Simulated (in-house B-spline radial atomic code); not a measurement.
A fraction x of an electron is removed from 3d in Sb II (Sb+), starting from [Kr] 4d10 5s2 5p2 and keeping the highest spin. All numbers are computed (scalar-relativistic (X2C) BLYP, spin-polarised, spherical fractional occupations; Fermi nucleus of rms radius 4.6802 fm) with a B-spline radial code for spherical atoms, not measured.

```json
{"x": "0", "E(x) - E(0) (eV)": "0.0000", "3d down level (eV)": "-523.515"}
{"x": "0.21", "E(x) - E(0) (eV)": "110.8857", "3d down level (eV)": "-532.560"}
{"x": "0.31", "E(x) - E(0) (eV)": "164.3590", "3d down level (eV)": "-536.911"}
{"x": "0.42", "E(x) - E(0) (eV)": "223.6838", "3d down level (eV)": "-541.729"}
{"x": "0.5", "E(x) - E(0) (eV)": "267.1630", "3d down level (eV)": "-545.253"}
{"x": "0.59", "E(x) - E(0) (eV)": "316.4149", "3d down level (eV)": "-549.238"}
{"x": "0.73", "E(x) - E(0) (eV)": "393.7445", "3d down level (eV)": "-555.479"}
{"x": "0.83", "E(x) - E(0) (eV)": "?", "3d down level (eV)": "?"}
{"x": "0.94", "E(x) - E(0) (eV)": "?", "3d down level (eV)": "?"}
{"x": "1", "E(x) - E(0) (eV)": "545.3637", "3d down level (eV)": "-567.656"}
```

What belongs in the row x = 0.83?

An energy change of 449.5167 eV; 3d down at -559.968 eV.

What belongs in the row x = 0.94?

An energy change of 511.3860 eV; 3d down at -564.935 eV.

Check Janak's theorem between x = 0.21 and 0.31.

The slope of the energy is 534.73 eV; the orbital levels give 534.74 eV (-ε of the emptying orbital, averaged over the two points).
